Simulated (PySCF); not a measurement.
HgBr, SMILES [Hg+][Br], charge +1. Heavy atoms are numbered as in [Hg+:1][Br:2].

Coordinates come from a r2SCAN-D4/def2-TZVP optimisation. The spin state was assumed, not searched. The def2 effective core potentials stand for the cores of Hg; spin–orbit coupling is left out.

The numbers are results of ωB97X/def2-TZVPD run with PySCF, not measurements.

Mulliken values depend strongly on the basis, most of all with diffuse functions as here. ESP charges are fitted to the potential on shells at 1.4 to 2.0 van der Waals radii. Atomic charges (e), one atom of each kind:

| atom | ESP fit | Mulliken |
|---|---|---|
| Hg1 | ___ | 1.02 |
| Br2 | ___ | -0.02 |

Question: Complete the blanks. (The exact figures need the calculation; the answer reports its results.)

Answer: 
- Hg1, ESP fit: 1.02
- Br2, ESP fit: -0.02
